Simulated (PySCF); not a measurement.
Partial charges of `O=C[SiH2]C=O`

C₂H₄O₂Si.
Numbering: `[O:1]=[CH:2][SiH2:3][CH:4]=[O:5]` (hydrogens: H6 on C2; H7, H8 on Si3; H9 on C4)

Geometry (PBE0-D3(BJ)/def2-SVP, Å), atoms numbered from 1 in this order:
```
atom  x, y, z in Å
O1    -1.6824   -1.3307    0.9174
C2    -1.3780   -0.7340   -0.0841
Si3   -0.1078    0.7258   -0.0076
C4     1.6204   -0.1503    0.0328
O5     2.3711   -0.1574   -0.9079
H6    -1.7902   -1.0521   -1.0816
H7    -0.1975    1.6065   -1.2058
H8    -0.3286    1.4566    1.2725
H9     1.8900   -0.6974    0.9790
```

Density: PBE0/pcSseg-1 (PySCF); schemes: Mulliken, IAO, Hirshfeld and ESP-fitted. The structure is a single PBE0-D3(BJ)/def2-SVP conformer in the gas phase; no vibrational or solvent corrections.

Problem. For which atoms does the sign change between the 4 schemes (beyond +0.03 e in one, beyond −0.03 e in another)?

Solution. C2 and C4. Atomic charges aren't observables, and each scheme defines them in its own way.

Problem. At which atom do the 4 schemes differ most?

Solution. At Si3: from +0.205 (ESP-fitted) to +0.625 e (IAO), 0.420 e apart.

Problem. Do the Mulliken, IAO, Hirshfeld and ESP-fitted schemes agree on where the charge is highest?

Solution. The schemes don't all agree: Mulliken Si3 (+0.600); IAO Si3 (+0.625); Hirshfeld Si3 (+0.332); ESP-fitted C4 (+0.358).

Problem. Tabulate the Mulliken, IAO, Hirshfeld and ESP-fitted charges.

Solution. In e:

```tsv
atom	environment	Mulliken	IAO	Hirshfeld	ESP-fitted
O1	carbonyl oxygen	-0.322	-0.345	-0.202	-0.410
C2	carbonyl carbon	-0.042	+0.018	+0.054	+0.353
Si3	SiH2 silicon	+0.600	+0.625	+0.332	+0.205
C4	carbonyl carbon	-0.033	+0.023	+0.054	+0.358
O5	carbonyl oxygen	-0.319	-0.342	-0.202	-0.405
H6	formyl hydrogen	+0.117	+0.104	+0.043	+0.007
H7	Si–H hydrogen	-0.064	-0.097	-0.062	-0.060
H8	Si–H hydrogen	-0.055	-0.090	-0.060	-0.056
H9	formyl hydrogen	+0.118	+0.104	+0.043	+0.007
```

Mean size of the charges over all atoms: ESP-fitted 0.207 e, IAO 0.194 e, Mulliken 0.186 e, Hirshfeld 0.117 e. Each set sums to the total charge, 0, to within 0.001 e. The ESP scheme fits charges at the nuclei, held to the total charge, to the electrostatic potential on points at 1.4 to 2.0 times the van der Waals radii. The IAO scheme counts the electrons in orthogonalised intrinsic atomic orbitals, a minimal basis polarised so that it spans the occupied orbitals exactly.

Problem. How closely do the schemes follow one another over all atoms?

Solution. Correlation coefficient and root-mean-square difference: Mulliken with IAO 0.99, 0.035 e; IAO with Hirshfeld 0.99, 0.124 e; Mulliken with Hirshfeld 0.96, 0.119 e; Hirshfeld with ESP-fitted 0.77, 0.178 e; IAO with ESP-fitted 0.67, 0.219 e; Mulliken with ESP-fitted 0.59, 0.237 e.

Problem. Sum the charges by element, for elements with more than one atom.

Solution. 
```csv
element,atoms,Mulliken,IAO,Hirshfeld,ESP-fitted
O,2,-0.641,-0.687,-0.404,-0.815
C,2,-0.075,+0.041,+0.108,+0.711
H,4,+0.117,+0.021,-0.037,-0.102
```
